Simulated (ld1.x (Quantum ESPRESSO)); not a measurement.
## Cutoff test, Fe (Z = 26), PAW

| Property | Result |
| --- | --- |
| Element | iron (Fe) |
| Generator | ld1.x (Quantum ESPRESSO) 7.5 |
| Type | PAW |
| Functional | BLYP |
| Relativity | scalar-relativistic |
| Frozen core | [Ne] |
| Valence charge | 16 |
| Reference configuration | 3s2 3p6 3d6 4s2 4p0 |
| Partial waves | 3s (bound): rcut 1.10, rcutus 1.30 bohr; 4s (bound): rcut 1.10, rcutus 1.30 bohr; 3p (bound): rcut 1.30, rcutus 1.65 bohr; 4p (bound, empty): rcut 1.30, rcutus 1.65 bohr; 3d (bound): rcut 1.40, rcutus 1.90 bohr; 3d channel at 4.5 Ry: rcut 1.40, rcutus 1.90 bohr |
| Local potential | all-electron potential smoothed inside 1.40 bohr (lloc = -2) |
| Core correction | Bessel-smoothed model core inside 0.65 bohr |
| Augmentation charge | PSQ, inside the norm-conserving radii |

The pseudo-atom Hamiltonian at the reference potential is diagonalised in spherical Bessel functions j_l(qr) that vanish at 20 bohr, with q² up to the cutoff. All-electron valence levels (Ry): 3s -6.8889, 4s -0.3839, 3p -4.3979, 4p -0.0932, 3d -0.5440.

Task: How do the lowest levels (Ry) of each channel move with the cutoff, and are there ghosts?

Result:

```csv
cutoff (Ry),s #1,s #2,s #3,p #1,p #2,d #1,d #2,f #1,Σ f·Δε (mRy)
8,-6.1142,-0.2767,0.0086,-3.7094,-0.0394,0.0554,0.1545,0.1053,9491.5
12,-6.5992,-0.3203,0.0042,-4.1706,-0.0508,-0.3239,0.0558,0.1053,3391.0
21,-6.8548,-0.3561,0.0008,-4.3772,-0.0610,-0.5111,0.0553,0.1053,445.8
30,-6.8847,-0.3690,-0.0003,-4.3967,-0.0694,-0.5433,0.0545,0.1053,49.9
40,-6.8883,-0.3794,-0.0013,-4.3974,-0.0837,-0.5437,0.0544,0.1053,15.6
50,-6.8884,-0.3831,-0.0016,-4.3978,-0.0923,-0.5440,0.0544,0.1053,3.8
70,-6.8888,-0.3838,-0.0017,-4.3979,-0.0929,-0.5440,0.0544,0.1053,0.7
90,-6.8888,-0.3838,-0.0017,-4.3979,-0.0931,-0.5440,0.0543,0.1053,0.3
400,-6.8889,-0.3839,-0.0017,-4.3979,-0.0932,-0.5440,0.0543,0.1053,0.0
```

Result: no extra level below or beside the all-electron valence levels (s, p, d, f tested); 10 mRy is reached at 45 Ry and 1 mRy at 70 Ry.

Test run stopped at test 1 of 7 (negative rho).
